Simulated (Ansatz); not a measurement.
Isolated molecules relaxed with PBE0-D4/def2-TZVP in Ansatz; ΔE leaves out vibrations. CBS: MP2 limit from def2 TZ/QZ plus the TZ coupled-cluster correction, frozen cores. Functionals use def2-TZVPP. For Ge outer-core shells are correlated without core-valence functions, which leaves a few kJ/mol of doubt a bond. Scalar relativity is left out up to krypton. Each species was taken in one conformer, which may not be the lowest.

Reaction (formal exchange of groups at the Si–Ge bond): `S[SiH2][GeH3]` + `O=COCS` → `O=COC[SiH2]S` + `[SH][GeH3]`

| level | ΔE (eV) |
| --- | --- |
| PBE0-D4 | -0.56 |
| ωB97X-V | -0.61 |
| ωB97M-V | -0.64 |
| PBE0 | -0.55 |
| SCS-MP2/def2-TZVPP | -0.66 |
| CCSD/def2-TZVPP | -0.63 |
| HF/def2-QZVPP | -0.71 |
| MP2/def2-QZVPP | -0.66 |

Question: What does CCSD(T)/CBS give? (Best estimate.)

Answer: The calculation gave: -0.61 eV. The listed levels differ from it by 0.05, 0.00, -0.03, 0.06, -0.05, -0.02, -0.10, -0.05 eV.

Largest T1 diagnostic among the species: 0.015.

In def2-TZVPP, CCSD(T) changes the Hartree–Fock value by +0.08 eV (the triples alone add +0.01 eV) and MP2 by +0.04 eV. From PBE to PBE0 (25 % exact exchange), in def2-TZVPP and without D4, ΔE moves by −0.04 eV.
